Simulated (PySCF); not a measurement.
BI3, SMILES IB(I)I. Geometry optimised at PBE0-D3(BJ)/def2-SVP. The isomer is the one that the SMILES or the coordinates give; other isomers of the formula were not compared. The def2 effective core potentials stand for the cores of I; spin–orbit coupling is left out.

These are PBE0-D3(BJ)/def2-SVP (PySCF) values and carry that method's errors.

Harmonic wavenumbers (cm⁻¹): 105, 105, 199, 323, 736, 736. Rotational constants (GHz): 0.5914, 0.5914, 0.2957; symmetry number 6.

Problem. Work out the zero-point energy and the ideal-gas rigid-rotor harmonic-oscillator thermochemistry at 298.15 K and 1 atm.

Solution. ZPE = ½ Σ hcν = ½ × 2204 cm⁻¹ = 3.15 kcal/mol. H − E(el) = 7.15 kcal/mol. Entropy in cal/(mol K): translation 43.79, rotation 28.85, vibration 10.69, total 83.32. G − E(el) = -17.69 kcal/mol. Cp = 16.83 cal/(mol K). Modes under 150 cm⁻¹ make the vibrational entropy uncertain.
